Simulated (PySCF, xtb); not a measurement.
F2H3NOSn, SMILES [F][Sn]([NH2])([OH])[F].

xtb with GFN2-xTB at its own geometry gives an orbital gap of 4.10 eV and a dipole moment of 3.15 D.

Geometry optimised at PBE-D3(BJ)/def2-SVP. A frequency run showed that this geometry is not a minimum. The structure was generated by enumeration; whether it is a known compound was not checked. The def2 effective core potentials stand for the cores of Sn; spin–orbit coupling is left out. The values are those of a single conformer.

Q: What does PBE0/def2-TZVP (PySCF) give? (The exact figures need the calculation; the answer reports its results.)

A: gap 6.44 eV (levels -8.94 and -2.50 eV), dipole 2.35 D.
